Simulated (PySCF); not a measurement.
Molecule: 4-cyclopentene-1,3-dione, C5H4O2.

Bonds (- single, = double, # triple, : aromatic): O1=C2, C2-C3, C3=C4, C4-C5, C5=O6, C5-C7, C7-C2. C3 carries H8; C4 carries H9; C7 carries H10, H11.

Frames of a GFN2-xTB Langevin trajectory at 200 K; GIAO PBE0/pcSseg-1 shieldings in PySCF 2.14, gas phase, non-relativistic; equivalent atoms averaged within each frame.

References, each an isolated molecule treated in the same way: ¹⁷O (σ = 336.08 ppm) vs H2O; TMS for ¹³C (σ = 186.93 ppm), ¹H (σ = 31.72 ppm). The references are static minima.

**Question.** How do the shifts (ppm) fluctuate along the trajectory?

**Answer.** 
| time (fs) | O1/O6 | C2/C5 | C3/C4 | C7 | H8/H9 | H10/H11 |
| --- | --- | --- | --- | --- | --- | --- |
| optimised geometry | 702.8 | 207.0 | 157.1 | 43.7 | 7.33 | 2.71 |
| 250 | 708.7 | 205.8 | 152.9 | 44.5 | 7.14 | 2.52 |
| 425 | 683.8 | 203.8 | 160.3 | 40.8 | 7.61 | 2.14 |
| 625 | 668.0 | 202.4 | 156.6 | 45.7 | 7.14 | 2.98 |
| 800 | 695.2 | 206.9 | 157.6 | 45.5 | 7.25 | 3.77 |
| 1000 | 694.2 | 206.9 | 157.3 | 48.9 | 7.60 | 2.95 |
| mean of frames | 690.0 | 205.2 | 156.9 | 45.1 | 7.35 | 2.87 |
| standard deviation | 15.1 | 2.0 | 2.7 | 2.9 | 0.24 | 0.61 |

5 frames give an uncertainty of the mean of about the standard deviation over 2.2 at best, since frames this close in time may not be independent; classical motion lacks zero-point vibration, and the reference would need the same averaging.
